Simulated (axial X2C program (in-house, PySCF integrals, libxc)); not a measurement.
# TiSi⁻: a run with one poor setting

Calculated with an in-house all-electron X2C program for linear molecules (integrals from PySCF). Spin-free means the one-electron spin-free X2C Hamiltonian. Basis: Ti dyall-av3z [11s11p7d3f2g], Si dyall-av3z [9s8p3d2f] (cores contracted in-house); Gaussian nuclei, density fitting, unrestricted open shells. Masses: Ti 47.948 u, Si 27.977 u.

One setting of this run was spoiled on purpose, so its numbers are not properties of TiSi⁻. Level: HF, spin-free; state M_S = 3/2, Λ = 2 (beyond evenly filled blocks: π+α, π-α, δ+α).

```tsv
R (Å)	E − E(lowest point) (eV)	SCF iterations
2.225	0.9805	17
2.328	0.5529	16
2.405	0.3363	16
2.481	0.1873	16
2.558	0.0906	15
2.647	0.0266	15
2.737	0.0000	15
2.852	0.0029	15
2.993	0.0420	15
3.197	0.1351	16
```

Fit: Re 2.783 Å, ωe 202.5 cm⁻¹, residual 0.49 microhartree, De 0.80 eV.

Output at the reference distance:

```
spin-free X2C-1e  HF
basis functions 180  fitting functions 700  grid points 5082
iter        total energy     max residual
   1      -1142.228868761     2.00e-01
   2      -1142.262462767     2.33e-02
   3      -1142.271308935     9.24e-03
   4      -1142.274174568     8.01e-03
   5      -1142.276771044     2.91e-03
   6      -1142.277264068     1.24e-03
   7      -1142.277366010     5.74e-04
   8      -1142.277404610     3.11e-04
   9      -1142.277434018     2.37e-04
  10      -1142.277456529     1.36e-04
  11      -1142.277465100     4.44e-05
  12      -1142.277466088     1.50e-05
  13      -1142.277466195     6.03e-06
  14      -1142.277466208     2.00e-06
  15      -1142.277466209     8.50e-07
converged
one-electron -1703.75453468  Coulomb 559.70598323  exact exchange -61.94532639  xc functional 0.00000000  nuclear repulsion 63.71641164
```

**Question.** Which setting was spoiled?
A. too few iterations allowed
B. density fitting set too sparse
C. integration grid too coarse
D. virtual space cut too low
E. an excited determinant was followed

**Answer.** B. Density fitting set too sparse: ratio 3 between fitting exponents against the usual 2.
